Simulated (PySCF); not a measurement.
Ho+ (holmium, charge +1): UHF calculation

Configuration: [Xe] 4f10 6s1 7s1, one real determinant (an excited configuration). Calculation: PySCF 2.14, in x2c-TZVPPall with one added diffuse shell each of s, p, d, f type (12s8p8d5f2g, 129 functions); scalar relativity by spin-free X2C-1e.

* Total energy: -12610.963102 hartree
* One-electron energy: -17244.4857 hartree
* Hartree (Coulomb) energy: 4903.1888 hartree
* Exchange energy: -269.6663 hartree
* ⟨S²⟩: 12.0034
* ⟨L²⟩: 34.027
* Sum of ⟨r⟩: 44.91 bohr
* Sum of ⟨r²⟩: 110.4 bohr²
* Traceless quadrupole moment −½Σ⟨3z² − r²⟩ along its main axis: -0.170 e·bohr²
* Langevin diamagnetic susceptibility: -87.4 ×10⁻⁶ cm³/mol

```json
{"shell": "1s α", "electrons": "1", "mean orbital energy (eV)": "-55913.8", "spread (eV)": "0", "rms radius, mean of both spins (bohr)": "0.0236"}
{"shell": "1s β", "electrons": "1", "mean orbital energy (eV)": "-55913.8", "spread (eV)": "0", "rms radius, mean of both spins (bohr)": "0.0236"}
{"shell": "2s α", "electrons": "1", "mean orbital energy (eV)": "-9495.2", "spread (eV)": "0", "rms radius, mean of both spins (bohr)": "0.0952"}
{"shell": "2s β", "electrons": "1", "mean orbital energy (eV)": "-9495.1", "spread (eV)": "0", "rms radius, mean of both spins (bohr)": "0.0952"}
{"shell": "2p α", "electrons": "3", "mean orbital energy (eV)": "-8425.1", "spread (eV)": "0.070", "rms radius, mean of both spins (bohr)": "0.0859"}
{"shell": "2p β", "electrons": "3", "mean orbital energy (eV)": "-8425.0", "spread (eV)": "0.065", "rms radius, mean of both spins (bohr)": "0.0859"}
{"shell": "3s α", "electrons": "1", "mean orbital energy (eV)": "-2192.2", "spread (eV)": "0", "rms radius, mean of both spins (bohr)": "0.245"}
{"shell": "3s β", "electrons": "1", "mean orbital energy (eV)": "-2189.1", "spread (eV)": "0", "rms radius, mean of both spins (bohr)": "0.245"}
{"shell": "3p α", "electrons": "3", "mean orbital energy (eV)": "-1857.6", "spread (eV)": "0.416", "rms radius, mean of both spins (bohr)": "0.245"}
{"shell": "3p β", "electrons": "3", "mean orbital energy (eV)": "-1854.1", "spread (eV)": "0.207", "rms radius, mean of both spins (bohr)": "0.245"}
{"shell": "3d α", "electrons": "5", "mean orbital energy (eV)": "-1423.6", "spread (eV)": "0.517", "rms radius, mean of both spins (bohr)": "0.225"}
{"shell": "3d β", "electrons": "5", "mean orbital energy (eV)": "-1419.9", "spread (eV)": "0.578", "rms radius, mean of both spins (bohr)": "0.225"}
{"shell": "4s α", "electrons": "1", "mean orbital energy (eV)": "-478.89", "spread (eV)": "0", "rms radius, mean of both spins (bohr)": "0.551"}
{"shell": "4s β", "electrons": "1", "mean orbital energy (eV)": "-471.07", "spread (eV)": "0", "rms radius, mean of both spins (bohr)": "0.551"}
{"shell": "4p α", "electrons": "3", "mean orbital energy (eV)": "-366.02", "spread (eV)": "0.673", "rms radius, mean of both spins (bohr)": "0.585"}
{"shell": "4p β", "electrons": "3", "mean orbital energy (eV)": "-357.49", "spread (eV)": "0.153", "rms radius, mean of both spins (bohr)": "0.585"}
{"shell": "4d α", "electrons": "5", "mean orbital energy (eV)": "-209.28", "spread (eV)": "1.053", "rms radius, mean of both spins (bohr)": "0.643"}
{"shell": "4d β", "electrons": "5", "mean orbital energy (eV)": "-198.31", "spread (eV)": "2.050", "rms radius, mean of both spins (bohr)": "0.643"}
{"shell": "5s α", "electrons": "1", "mean orbital energy (eV)": "-80.211", "spread (eV)": "0", "rms radius, mean of both spins (bohr)": "1.35"}
{"shell": "5s β", "electrons": "1", "mean orbital energy (eV)": "-77.317", "spread (eV)": "0", "rms radius, mean of both spins (bohr)": "1.35"}
{"shell": "5p α", "electrons": "3", "mean orbital energy (eV)": "-49.428", "spread (eV)": "0.287", "rms radius, mean of both spins (bohr)": "1.57"}
{"shell": "5p β", "electrons": "3", "mean orbital energy (eV)": "-47.363", "spread (eV)": "0.147", "rms radius, mean of both spins (bohr)": "1.57"}
{"shell": "4f α", "electrons": "7", "mean orbital energy (eV)": "-36.094", "spread (eV)": "1.446", "rms radius, mean of both spins (bohr)": "0.861"}
{"shell": "4f β", "electrons": "3", "mean orbital energy (eV)": "-31.653", "spread (eV)": "0.282", "rms radius, mean of both spins (bohr)": "0.861"}
{"shell": "6s α", "electrons": "1", "mean orbital energy (eV)": "-15.393", "spread (eV)": "0", "rms radius, mean of both spins (bohr)": "3.56"}
{"shell": "7s α", "electrons": "1", "mean orbital energy (eV)": "-5.598", "spread (eV)": "0", "rms radius, mean of both spins (bohr)": "7.99"}
```

⟨L²⟩ = 34.03 against 42 for a pure I term, so this real determinant mixes terms. Spin-orbit coupling, absent here, splits the open shell strongly. The outer electron is Rydberg-like, and this basis confines it to a smaller radius and binds it less than a complete one would.

Densities and radii are taken from the X2C orbitals without a picture-change correction, which distorts them close to the nucleus.

Spin-orbit constants ζ (cm⁻¹) from the X2C one-electron operator on these orbitals: bare nucleus, nucleus screened by l(l+1)(2l+1)/3 electrons, and screened by the Breit-Pauli mean field of the electrons.

| shell | bare | screened nucleus | mean field |
| --- | --- | --- | --- |
| 2p | 4408000 | 4276000 | n/a |
| 3p | 929900 | 902100 | n/a |
| 3d | 145400 | 123700 | n/a |
| 4p | 205900 | 199800 | n/a |
| 4d | 27210 | 23150 | n/a |
| 4f | 4148 | 2414 | n/a |
| 5p | 26660 | 25870 | n/a |

To first order the Landé constant is A = -402.4 cm⁻¹, so the lowest level has J = 9 and lies 0.898 eV below the centre of the term. This holds in LS coupling only.
